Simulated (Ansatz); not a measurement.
## A geometry optimisation of BFH2OSi with B3LYP-D3(BJ)/def2-SVP

The starting geometry of this gas-phase singlet was optimised with GFN2-xTB; its bonds are those of `FBO[SiH]`.

```xyz
6

B    -1.0545   -0.8704   -2.1408
F    -0.8802   -1.7989   -3.0908
O    -0.5298   -1.0648   -0.9668
Si    0.1875   -1.6892    0.3561
H    -1.6920    0.0772   -2.4218
H     1.4935   -1.0074    0.1502
```

Problem. Where would you expect an optimisation with B3LYP-D3(BJ)/def2-SVP to take it?

Solution. It keeps its bonds, and is `FBO[SiH]`.

The energy falls by 0.12 eV over 10 steps:

```json
{"step": "1", "E − E(last) (eV)": "0.122"}
{"step": "2", "E − E(last) (eV)": "0.035"}
{"step": "3", "E − E(last) (eV)": "0.033"}
{"step": "4", "E − E(last) (eV)": "0.015"}
{"step": "5", "E − E(last) (eV)": "0.011"}
{"step": "6", "E − E(last) (eV)": "0.008"}
{"step": "7", "E − E(last) (eV)": "0.001"}
{"step": "8", "E − E(last) (eV)": "0.000"}
{"step": "9", "E − E(last) (eV)": "0.000"}
{"step": "10", "E − E(last) (eV)": "0.000"}
```

Final geometry (Å):

```yaml
atoms:
  - { symbol: B, position_ang: [-1.0684, -0.9011, -2.2020] }
  - { symbol: F, position_ang: [-0.9659, -1.7800, -3.1940] }
  - { symbol: O, position_ang: [-0.4442, -1.1513, -1.0431] }
  - { symbol: Si, position_ang: [0.1638, -1.6289, 0.4400] }
  - { symbol: H, position_ang: [-1.7168, 0.0996, -2.3682] }
  - { symbol: H, position_ang: [1.5561, -0.9919, 0.2534] }
```

Frequencies at the end are all real (lowest 90 cm⁻¹). Run with Ansatz 0.2.0, 13 s on 1 thread of Intel(R) Xeon(R) 6975P-C (Granite Rapids), on a shared host.
